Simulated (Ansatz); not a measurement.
Start from `C=C(F)[NH][AlH2]` and change one atom or group to get `C=C(F)[NH][SnH3]`.

Ansatz, PBE0-D4/def2-TZVP geometries, multiplicity 1. Each molecule was computed in one conformer, which needn't be the lowest.

Elements past krypton have def2 core potentials.

```csv
property,`C=C(F)[NH][AlH2]`
HOMO–LUMO gap (B3LYP/def2-TZVPP) / eV,4.72
LUMO energy (PBE0/def2-TZVPP) / eV,-1.26
LUMO energy (B3LYP/def2-TZVPP) / eV,-1.47
LUMO energy (PBE/def2-TZVPP) / eV,-2.01
LUMO energy (ωB97M-V/def2-TZVPP) / eV,0.34
HOMO energy (PBE/def2-TZVPP) / eV,-5.31
```

Task: Give the same properties after the change, and the shifts. (Best estimate.)

Result: The calculation gave: 
```
                             property  `C=C(F)[NH][SnH3]`  shift
HOMO–LUMO gap (B3LYP/def2-TZVPP) / eV                5.16   0.44
   LUMO energy (PBE0/def2-TZVPP) / eV               -0.31   0.95
  LUMO energy (B3LYP/def2-TZVPP) / eV               -0.56   0.91
    LUMO energy (PBE/def2-TZVPP) / eV               -1.07   0.94
LUMO energy (ωB97M-V/def2-TZVPP) / eV                1.08   0.74
    HOMO energy (PBE/def2-TZVPP) / eV               -4.77   0.54
```

With PBE0 the HOMO rises by 0.47 eV and the LUMO rises by 0.95 eV, so the gap widens by about 0.48 eV. PBE moves the HOMO by 0.54 eV and ωB97M-V by 0.45 eV.

B3LYP here is the variant with VWN-RPA as its local correlation; programs differ in this.
